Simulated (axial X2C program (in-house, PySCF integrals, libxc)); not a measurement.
# Working with the constants of PdSi

A bond curve at the PBE0 level, 2c, was computed with an axial X2C code built on PySCF integrals (basis Pd dyall-cv3z [12s12p8d5f3g], Si dyall-v3z [8s7p2d1f] (cores contracted in-house)) for the state Ω = 0 (closed shell). Its fit gives Re = 2.1003 Å, ωe = 478.6 cm⁻¹, ωexe = 1.6 cm⁻¹ and αe = 7.991e-04 cm⁻¹; the masses are 105.9035 and 27.9769 u. Two-component means X2C with spin–orbit coupling and atomic mean-field Coulomb and Gaunt terms.

Question: Find the reduced mass, Be and the force constant.

Answer: From the PBE0 values: μ = 22.1306 u. Be = 16.8576/(μ Re²) = 0.1727 cm⁻¹. k = 5.8918×10⁻⁷ μ ωe² = 2.99 mdyn/Å.

Question: Estimate De from a Morse curve and compare with the computed well depth of 2.854 eV to Pd + Si.

Answer: De(Morse) = ωe²/(4ωexe) = 4.437 eV against 2.854 eV computed, a ratio of 1.55. The extrapolation overshoots: the well softens faster than a Morse curve, or the lowest atomic limit lies below the one to which the curve heads.

Question: Where do the fundamental and the first overtone lie?

Answer: ν(1←0) = ωe − 2ωexe = 475.4 cm⁻¹; ν(2←0) = 2ωe − 6ωexe = 947.6 cm⁻¹.

Question: The dipole moment p changes by 0.35 D/Å at Re. What harmonic infrared intensity follows?

Answer: I = 42.256 × (dp/dR)²/μ = 0.23 km/mol.

Question: Estimate the centrifugal constant by the Kratzer relation.

Answer: D = 4Be³/ωe² = 8.99e-08 cm⁻¹.

The state is one determinant whose occupation by symmetry is held fixed; it was picked as the lowest of a PBE0 search that is not exhaustive. Dissociation energies refer to the lowest single-determinant-based atoms at the same level and basis. The 2c atoms are single determinants rather than J levels; their spin–orbit lowering is only partly caught, and De is too large by that part. This holds for PBE0. Other states lie close and PBE0, whose exact exchange favours high spin, may order them wrongly; the determinant shown need not be the ground state. The nearest other 2c determinant of the search, Ω = 2, lies 0.34 eV up at the distance of the search. The functionals have no current-density term, which raises determinants with orbital currents, atoms included.
